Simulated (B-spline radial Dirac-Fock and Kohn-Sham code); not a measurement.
## Photoelectron lines of Lu⁵⁺ at 112 eV

System: Lu⁵⁺, configuration [Xe] 4f12.

Input file task.json (cfg lists n, l and occupation; rrms is the nuclear radius in fm):

```json
{"items": [{
  "Z": 71,
  "q": 5,
  "cfg": [[1, 0, 2], [2, 0, 2], [2, 1, 6], [3, 0, 2], [3, 1, 6], [3, 2, 10], [4, 0, 2], [4, 1, 6], [4, 2, 10], [4, 3, 12], [5, 0, 2], [5, 1, 6]],
  "A": 175,
  "rrms": 5.37,
  "do": ["binding", "quiet", "photo"],
  "hv": [80, 100, 112.0, 200, 396.0, 661.0, 806.0, 1000, 1020.0, 1253.6, 1680.0, 4320.0, 5414.7, 9980.0, 59318.2, 150000]
}]}
```

Run with: `python xray_run.py task.json out`

Model: the independent-particle Dirac-Slater model, thresholds from Dirac-Fock. Program: a radial atomic solver. The asymmetry parameter β is from the dipole term alone. Kinetic energies are from the vacuum level. Open shells are spread statistically over j, without multiplet splitting.

The last column is dσ/dΩ = σ/(4π) · [1 − (β/2) P₂(cos θ)] at θ = 90° from the beam of unpolarised light.

```
subshell  electrons  binding (eV)  kinetic (eV)  σ (kb)     β  dσ/dΩ (kb/sr)
   4f5/2       5.14         91.46         20.54    2120  0.66            196
   4f7/2       6.86         89.67         22.33       ?     ?              ?
   5p1/2          2         105.6          6.43     207  1.19           21.3
   5p3/2          4         97.07         14.93     340  0.03           27.3
```

Q: What are σ and β for 4f7/2?

A: σ = 3010 kb, the largest of all subshells and 53 % of the total, and β = 0.60, which gives dσ/dΩ = 276 kb/sr.

At such low photon energies correlation between channels can change these cross sections by tens of per cent.

Values without a named source are computed, but for edge energies of neutral atoms, which are taken from tables.
